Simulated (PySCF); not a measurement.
## Molecular orbitals of BeSi⁺

B3LYP at R = 2.291 Å; Be 6-311G(d,p), Si 6-311G(d,p); no relativity (PySCF 2.14). State: ²Π (doublet), unpaired electrons π ↑. Only the outer orbitals are listed, counted within each symmetry.

```csv
spin,orbital,occ.,ε (eV),on Be (%),main shells (%)
α,5σ,1,-18.91,13,"84 Si s, 8 Be s"
α,6σ,1,-13.12,52,"51 Be s, 34 Si p, 13 Si s"
α,2π,1,-11.36,18,"81 Si p, 17 Be p"
α,2π,0,-9.63,23,"77 Si p, 22 Be p"
α,7σ,0,-9.19,76,"40 Be p, 36 Be s, 23 Si p"
α,3π,0,-6.95,83,"83 Be p, 17 Si p"
β,5σ,1,-18.09,17,"81 Si s, 11 Be s"
β,6σ,1,-12.81,53,"53 Be s, 32 Si p, 15 Si s"
β,2π,0,-9.42,26,"73 Si p, 26 Be p"
β,7σ,0,-9.17,74,"44 Be p, 30 Be s, 25 Si p"
β,2π,0,-8.77,35,"65 Si p, 34 Be p"
```

Q: Which are the highest filled and the lowest empty level, where do they sit, and how wide is the gap?

A: Highest filled α 2π at -11.36 eV (in %: 81 Si p, 17 Be p); lowest empty α 2π at -9.63 eV (in %: 77 Si p, 22 Be p); the gap at B3LYP is 1.73 eV. Both belong to one degenerate shell, split only by its one-sided filling, so this is no excitation gap.

| Quantity | Value |
| --- | --- |
| bond order (Mayer) | 1.25 |
| ⟨S²⟩ | 0.755 |
| charge on Be (Mulliken, basis-dependent) | 0.45 |
| charge on Be (Löwdin, basis-dependent) | 0.37 |
| dipole moment (positive dipole points towards Si; it is taken about the centre of mass and depends on that origin) | -4.54 D |
| polarisability along the bond | 89.4 bohr³ |
| polarisability across the bond | 37.2 bohr³ |

The state is the lowest determinant that a PBE0 search found; another state may lie lower at other levels.
